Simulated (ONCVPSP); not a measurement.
**Xe: ONCV pseudisation with PBE, scalar-relativistic reference atom.**

Input for ONCVPSP 4.0.1:

```
# ATOM AND REFERENCE CONFIGURATION
# atsym  z   nc   nv     iexc    psfile
  Xe 54.00    8    3        4      upf
#
#   n    l    f
    1    0    2.00
    2    0    2.00
    2    1    6.00
    3    0    2.00
    3    1    6.00
    3    2   10.00
    4    0    2.00
    4    1    6.00
    4    2   10.00
    5    0    2.00
    5    1    5.00
#
# PSEUDOPOTENTIAL AND OPTIMIZATION
# lmax
    2
#
#   l,   rc,      ep,       ncon, nbas, qcut
    0    1.20    0.00    4    8    4.80
    1    1.80    0.00    4    7    5.50
    2    1.20    0.00    4    8   13.40
#
# LOCAL POTENTIAL
# lloc, lpopt,  rc(5),   dvloc0
    0    5    1.20    0.00
#
# VANDERBILT-KLEINMAN-BYLANDER PROJECTORs
# l, nproj, debl
    0    0    3.90
    1    1    2.80
    2    3    3.40
#
# MODEL CORE CHARGE
# icmod, fcfact, rcfact
    2    0.50    0.80
#
# LOG DERIVATIVE ANALYSIS
# epsh1, epsh2, depsh
   -4.00    5.00    0.02
#
# OUTPUT GRID
# rlmax, drl
    6.00    0.01
#
# TEST CONFIGURATIONS
# ncnf
    4
# nvcnf
#   n    l    f
    3
    4    2   10.00
    5    0    2.00
    5    1    6.00
#
    3
    4    2   10.00
    5    0    2.00
    5    1    4.00
#
    3
    4    2   10.00
    5    0    2.00
    5    1    3.00
#
    3
    4    2   10.00
    5    0    2.00
    5    1    5.50
#
```

Command:

```bash
oncvpsp.x < Xe.dat > Xe.out
```

Resulting log (shortened: citation, most of the input echo, consistency checks and plot data are left out):

```
ONCVPSP  (Optimized Norm-Conservinng Vanderbilt PSeudopotential)
scalar-relativistic version 4.0.1

#   n    l    f        energy (Ha)
    1    0    2.00    -1.2635753E+03
    2    0    2.00    -1.9696479E+02
    2    1    6.00    -1.7676691E+02
    3    0    2.00    -4.0583075E+01
    3    1    6.00    -3.4060685E+01
    3    2   10.00    -2.4391671E+01
    4    0    2.00    -7.6264264E+00
    4    1    6.00    -5.5612408E+00
    4    2   10.00    -2.5510837E+00
    5    0    2.00    -1.0685946E+00
    5    1    5.00    -6.2504016E-01

Reference configufation results
  iterations    22
  all-electron total energy (Ha)   -7.44684046D+03

Begin loop to  construct optimized pseudo wave functions
and semi-local pseudopoentials for all angular momenta

Calculating optimized projector #   1

 for l=   0

    Fraction of norm inside rc  0.119647
    Optimizing pswf for qcut=   4.81 a_B^-1,  ecut=  11.59 Ha

optimize: ERROR ps0norm > uunorm, code will stop
```

The run stopped because the continuity conditions at rc already need more norm inside rc than the all-electron wave has, so norm conservation cannot be met.

The run took about 0.25 s on one core of a shared server CPU.
